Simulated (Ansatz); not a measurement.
Input for Ansatz (a program for electronic structure): R-BLYP/def2-TZVPPD on AsBH6 (a complex). Files ending in .json are basis or fitting sets from the Basis Set Exchange.

Ansatz 0.2 input:
```yaml
crystal:
  periodic: [false, false, false]
  atoms:
    - {symbol: B, position_ang: [-0.00516141, -0.05976899, 0.62956386]}
    - {symbol: H, position_ang: [-0.86617620, 0.77755847, 0.57872414]}
    - {symbol: H, position_ang: [-0.35291625, -1.18244247, 0.37704423]}
    - {symbol: H, position_ang: [1.06645547, 0.26575107, 0.19284969]}
    - {symbol: As, position_ang: [0.37495410, -0.17239571, 2.68248411]}
    - {symbol: H, position_ang: [-0.74710526, -0.56229442, 3.61428149]}
    - {symbol: H, position_ang: [0.84764340, 1.06376583, 3.40895728]}
    - {symbol: H, position_ang: [1.42331354, -1.13762316, 3.18106561]}
basis:
  gaussian:
    orbitals: def2-TZVPPD.json
hamiltonian:
  xc: {name: BLYP}
scf: {lower_state_search: off}
```

Problem. What total energy does the run end on?

Solution. -2264.3181 hartree.
